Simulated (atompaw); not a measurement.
# Logarithmic derivatives: Be, PAW (atompaw)

Be (Z = 4), PAW, made with atompaw 4.2.0.5 (PBE, non-relativistic). Core [He], reference 2s2 2p0. Waves: 2s (bound): rc 3.00 bohr; 2s channel at 3.95 Ry: rc 2.10 bohr; 2p (bound, empty): rc 3.00 bohr; 2p channel at 0.65 Ry: rc 3.00 bohr; 3d channel at 0.2 Ry: rc 3.00 bohr; 3d channel at 2.3 Ry: rc 2.70 bohr. Local part: vpsmatchnc scheme with l = 3 at 0 Ry, radius 2.55 bohr. Core correction: smooth core density matched at 2.50 bohr. Augmentation charge: sinc compensation charge, radius 2.40 bohr; PAW radius 3.00 bohr; waves and projectors: custom polynom2 7 10 vanderbiltortho.

The phase is arctan(r·u′/u) with u = r·R(r), unwrapped; energies in Ry, scanned from -2 to 5 Ry. A pole is an energy at which the radial function vanishes at the test radius. The pseudo phase is shifted by a multiple of π to meet the all-electron one at the reference energy, and phase errors are pseudo minus all-electron; the curves can meet again beyond the range given. Levels narrower than the energy grid can be missing from the lists of poles.

Task: For each channel, where are the poles, and over which energies does the pseudopotential scatter like the atom?

Result:

```
channel  radius (bohr)  reference energy (Ry)  poles, all-electron     poles, pseudo  unbroken range about the reference energy with phases within 0.05 rad  phase error 1 Ry above the reference energy (rad)
      s           3.01                  -0.41           0.21, 4.60  0.15, 2.28, 4.73                                                              below 0.4                                             -0.084
      p           3.01                  -0.15           0.48, 4.02        0.48, 4.77                                                              below 1.7                                             +0.000
      d           3.01                   0.20                 2.41              2.41                                                              below 3.9                                             +0.004
```

Phases in the d channel:

```
E (Ry)  all-electron  pseudo
 -2.00         1.352   1.354
 -1.52         1.326   1.327
 -1.04         1.289   1.290
 -0.56         1.231   1.231
 -0.08         1.121   1.121
  0.40         0.844   0.844
  0.88        -0.178  -0.173
  1.36        -1.160  -1.158
  1.84        -1.433  -1.432
  2.32        -1.554  -1.554
  2.80        -1.638  -1.637
  3.28        -1.722  -1.715
  3.76        -1.852  -1.819
  4.24        -2.206  -2.013
  4.72        -3.667  -2.586
```
